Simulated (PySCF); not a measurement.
Input file for PySCF: R-M06-2X/def2-TZVPP on C3H4 (SMILES C#CC).

```python
from pyscf import gto, dft

mol = gto.M(
    atom='''
    C     1.69719703   -0.13370410    0.01372965
    C     0.50184211   -0.03938958   -0.01849099
    C    -0.94726359    0.07471946   -0.05720918
    H     2.75541266   -0.21746019    0.04241628
    H    -1.40110874   -0.43373306    0.79580897
    H    -1.34927863   -0.37184145   -0.96885922
    H    -1.25680085    1.12140890   -0.02958680
    ''',
    basis='def2-tzvpp',
    charge=0, spin=0, verbose=4, max_memory=1800)
mf = dft.RKS(mol, xc='m062x').density_fit(auxbasis='def2-universal-jkfit')
mf.grids.level = 4
mf.conv_tol = 1e-9
mf.max_cycle = 150
mf.kernel()
mf.dip_moment()
```

Program output:

```
PySCF version 2.14.0

[INPUT] verbose = 4
[INPUT] num. atoms = 7
[INPUT] num. electrons = 22
[INPUT] charge = 0
[INPUT] spin (= nelec alpha-beta = 2S) = 0
[INPUT] symmetry False subgroup None
[INPUT] Mole.unit = angstrom
[INPUT] Symbol           X                Y                Z      unit          X                Y                Z       unit  Magmom
[INPUT]  1 C      1.697197030000  -0.133704100000   0.013729650000 AA    3.207237566125  -0.252664130731   0.025945278286 Bohr   0.0
[INPUT]  2 C      0.501842110000  -0.039389580000  -0.018490990000 AA    0.948344145674  -0.074435518362  -0.034942906872 Bohr   0.0
[INPUT]  3 C     -0.947263590000   0.074719460000  -0.057209180000 AA   -1.790068752872   0.141199315575  -0.108109682011 Bohr   0.0
[INPUT]  4 H      2.755412660000  -0.217460190000   0.042416280000 AA    5.206975287559  -0.410940202096   0.080155152423 Bohr   0.0
[INPUT]  5 H     -1.401108740000  -0.433733060000   0.795808970000 AA   -2.647711789334  -0.819636694570   1.503861000772 Bohr   0.0
[INPUT]  6 H     -1.349278630000  -0.371841450000  -0.968859220000 AA   -2.549767076428  -0.702678502261  -1.830878579060 Bohr   0.0
[INPUT]  7 H     -1.256800850000   1.121408900000  -0.029586800000 AA   -2.375009399621   2.119155694650  -0.055910948902 Bohr   0.0

nuclear repulsion = 58.8963251808077
number of shells = 57
number of NR pGTOs = 202
number of NR cGTOs = 149
basis = def2-tzvpp
ecp = {}


******** <class 'pyscf.df.df_jk.DFRKS'> ********
method = DFRKS
initial guess = minao
damping factor = 0
level_shift factor = 0
DIIS = <class 'pyscf.scf.diis.CDIIS'>
diis_start_cycle = 1
diis_space = 8
diis_damp = 0
SCF conv_tol = 1e-09
SCF conv_tol_grad = None
SCF max_cycles = 150
direct_scf = False
XC library pyscf.dft.libxc version 7.1.2
    S. Lehtola, C. Steigemann, M. J. T. Oliveira, and M. A. L. Marques,  SoftwareX 7, 1–5 (2018)
XC functionals = m062x
    Y. Zhao and D. G. Truhlar,  Theor. Chem. Acc. 120, 215 (2008)
    Y. Zhao and D. G. Truhlar,  Theor. Chem. Acc. 120, 215 (2008)
radial grids:
    Treutler-Ahlrichs [JCP 102, 346 (1995); DOI:10.1063/1.469408] (M4) radial grids

becke partition: Becke, JCP 88, 2547 (1988); DOI:10.1063/1.454033
pruning grids: <function nwchem_prune>
grids dens level: 4
symmetrized grids: False
atomic radii adjust function: <function treutler_atomic_radii_adjust>
small_rho_cutoff = 0
Set gradient conv threshold to 3.16228e-05
Initial guess from minao.
tot grids = 148656
******** <class 'pyscf.df.df.DF'> ********
auxbasis = def2-universal-jkfit
init E= -116.958485483736
  HOMO = -0.318985938165986  LUMO = 0.00740262151241184  gap/eV = 8.88149
cycle= 1 E= -116.622068340853  delta_E= 0.336  |g|= 0.293  |ddm|= 2.56
  HOMO = -0.283279845216141  LUMO = 0.0763594097345859  gap/eV = 9.78628
cycle= 2 E= -116.63478352931  delta_E= -0.0127  |g|= 0.19  |ddm|= 0.775
  HOMO = -0.335551158537402  LUMO = 0.077585934852576  gap/eV = 11.24203
cycle= 3 E= -116.643405192772  delta_E= -0.00862  |g|= 0.0541  |ddm|= 0.216
  HOMO = -0.333896284438314  LUMO = 0.0757204709464851  gap/eV = 11.14624
cycle= 4 E= -116.643836319044  delta_E= -0.000431  |g|= 0.0351  |ddm|= 0.0561
  HOMO = -0.331224966201742  LUMO = 0.076947531319571  gap/eV = 11.10694
cycle= 5 E= -116.644131397707  delta_E= -0.000295  |g|= 0.00271  |ddm|= 0.0243
  HOMO = -0.331409217727129  LUMO = 0.0770929974135198  gap/eV = 11.11591
cycle= 6 E= -116.644132911958  delta_E= -1.51e-06  |g|= 0.00101  |ddm|= 0.00566
  HOMO = -0.331376938429844  LUMO = 0.077051463517944  gap/eV = 11.11390
cycle= 7 E= -116.644133150596  delta_E= -2.39e-07  |g|= 0.000136  |ddm|= 0.00113
  HOMO = -0.331363595078184  LUMO = 0.0770507799971288  gap/eV = 11.11352
cycle= 8 E= -116.644133155486  delta_E= -4.89e-09  |g|= 2.07e-05  |ddm|= 0.000342
  HOMO = -0.331368383496078  LUMO = 0.0770521588791847  gap/eV = 11.11369
cycle= 9 E= -116.644133155639  delta_E= -1.53e-10  |g|= 2.75e-06  |ddm|= 0.000106
  HOMO = -0.331368873839274  LUMO = 0.0770520051588178  gap/eV = 11.11370
Extra cycle  E= -116.644133155642  delta_E= -2.9e-12  |g|= 1.2e-06  |ddm|= 1.18e-05
converged SCF energy = -116.644133155642
Dipole moment(X, Y, Z, Debye): -0.79547,  0.06216, -0.02084
```

Self-consistency was reached.

Cost: roughly 15 core-seconds.
